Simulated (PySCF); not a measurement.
Question: Give a GFN2-xTB geometry of `C#C[C@@]12C=C[C@@H]1C(C(F)(F)F)=C2`.

Answer: 
```xyz
17
C9H5F3 angstrom
C      2.9507   -1.6282   -0.8604
C      2.0672   -0.9391   -0.4359
C      1.0194   -0.1103    0.0643
C      1.2904    1.3624    0.3522
C      0.2718    1.7993   -0.3777
C     -0.1864    0.4195   -0.7948
C     -1.0537   -0.2648    0.2371
C     -2.5318   -0.2920    0.3756
F     -3.1372   -0.8741   -0.6764
F     -2.9316   -0.9604    1.4679
F     -3.0572    0.9449    0.4666
C     -0.0384   -0.7111    0.9758
H      3.7253   -2.2333   -1.2260
H      2.0478    1.8118    0.9635
H     -0.1542    2.7599   -0.5909
H     -0.3341    0.1905   -1.8423
H      0.0451   -1.2629    1.8916
```

Any rigid rotation of these coordinates is as good. Atoms count from 1 in this order. The C–C distances run from 1.198 Å (C1≡C2, drawn triple) to 1.572 Å (C3–C6, drawn single), a spread of 0.374 Å. The 4-membered ring C3–C6–C7–C12 has internal angles of 85.1° to 95.3° (sum 360°, against 360° for a flat polygon); it is planar, 0.00 Å rms from its mean plane, widest ring torsion 0°. The 4-membered ring C3–C4–C5–C6 has internal angles of 85.1° to 94.8°; it is planar, 0.00 Å rms from its mean plane, widest ring torsion 0°.

Bonds between heavy atoms (Å): C1≡C2 1.198, C2–C3 1.427, C3–C4 1.525, C4=C5 1.327, C5–C6 1.513, C6–C7 1.512, C7–C8 1.485, C8–F9 1.346, C8–F10 1.342, C8–F11 1.347, C7=C12 1.333, C3–C6 1.572, C3–C12 1.520.

Structure optimised with GFN2-xTB, isolated species.

Point group: C1 (no symmetry element, even within 0.4 Å). GFN2-xTB frequencies: not computed here.
